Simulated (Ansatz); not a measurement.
`C#[C][Al]([NH2])[F]` + HBr → `[NH2][Al]([F])[Br]` + acetylene at 600 K and 1 bar (ligand exchange at the Al–C bond).

Calculated with Ansatz (gas phase, PBE0-D4/def2-TZVP geometries, no zero-point term in ΔE). CBS: MP2 limit from def2 TZ/QZ plus the TZ coupled-cluster correction, frozen cores. This one scheme is used for every species. For Br outer-core shells are correlated without core-valence functions, which leaves a few kJ/mol of doubt a bond. Scalar relativity is left out up to krypton. Each species was taken in one conformer, which may not be the lowest.

```
              species  CCSD(T)/CBS energy (Eh)  H − E (kJ/mol)  S (J/(mol·K))
`C#[C][Al]([NH2])[F]`               -474.49892           181.0          419.7
                  HBr              -2573.91920            33.5          219.1
 `[NH2][Al]([F])[Br]`              -2971.22802           124.2          394.2
                `C#C`                -77.22717            96.2          235.4
```

H − E and S are ideal-gas, rigid-rotor, harmonic terms from PBE0-D4/def2-TZVP, for one conformer and one mirror image of each species. 1 Eh = 2625.50 kJ/mol, R = 8.31446 J/(mol·K).

Problem. By hand: ΔE, ΔH, ΔS and ΔG.

Solution. ΔE = (-2971.22802) + (-77.22717) − (-474.49892) − (-2573.91920) = -0.03707 Eh = -97.3 kJ/mol. Δ(H − E) = 124.2 + 96.2 − 181.0 − 33.5 = 5.9, so ΔH = -91.4 kJ/mol. ΔS = 394.2 + 235.4 − 419.7 − 219.1 = -9.2 J/(mol·K). ΔG = -91.4 − 600 × (-9.2)/1000 = -85.9 kJ/mol.

Problem. By hand: the equilibrium constant, and the temperature at which ΔG would vanish if ΔH and ΔS stayed fixed.

Solution. log₁₀ K = −ΔG/(RT ln 10) = 7.5. ΔG = 0 at ΔH/ΔS = 9935 K, far beyond where these terms or the molecules hold.

The number of gas molecules stays the same, so ΔS is small and ΔH decides. A doubt of 5 kJ/mol in ΔE shifts log₁₀ K by 0.4 here. Other conformers and mirror images would add mixing entropy, several J/(mol·K) or more a flexible species. These are equilibria of isolated gas molecules and say nothing of rates. Largest T1 diagnostic: 0.013 (customary marks: 0.02 for closed shells, 0.045 for open ones).
